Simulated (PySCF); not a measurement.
## Si²⁺ (silicon, charge +2) across methods

[Ne] 3d2, high-spin 3F determinant (an excited configuration). Computed with PySCF 2.14 in dyall-av3z (19s12p3d2f, 84 functions), with the spin-free X2C one-electron Hamiltonian (Gaussian nucleus). The B2PLYP total includes its PT2 part (frozen core); its orbital energies are those of the SCF part.

| method | E (hartree) | mean ε 2p α (eV) | mean ε 2p β (eV) | mean ε 3d α (eV) | Σ⟨r²⟩ (bohr²) | ⟨S²⟩ |
| --- | --- | --- | --- | --- | --- | --- |
| UHF | -287.26673 | -146.82 | -146.78 | -16.359 | 22.27 | 2.000 |
| PBE0 | -287.6390 | -131.63 | -131.56 | -14.961 | 21.09 | 2.000 |
| r2SCAN | -287.7378 | -128.24 | -128.20 | -14.276 | 21.03 | 2.000 |
| HSE06 | -287.6560 | -131.16 | -131.10 | -14.588 | 21.09 | 2.000 |
| LDA | -286.5808 | -126.33 | -126.25 | -14.150 | 20.96 | 2.000 |
| TPSSh | -287.7825 | -128.83 | -128.77 | -14.572 | 20.99 | 2.000 |
| PBE | -287.6304 | -126.13 | -126.06 | -14.382 | 20.80 | 2.000 |
| B2PLYP | -287.6314 | -137.35 | -137.31 | -15.415 | 21.38 | 2.000 |
| LC-wPBE | -287.6329 | -132.01 | -131.94 | -17.013 | 20.68 | 2.000 |

The outer electron is Rydberg-like, and this basis confines it to a smaller radius and binds it less than a complete one would.
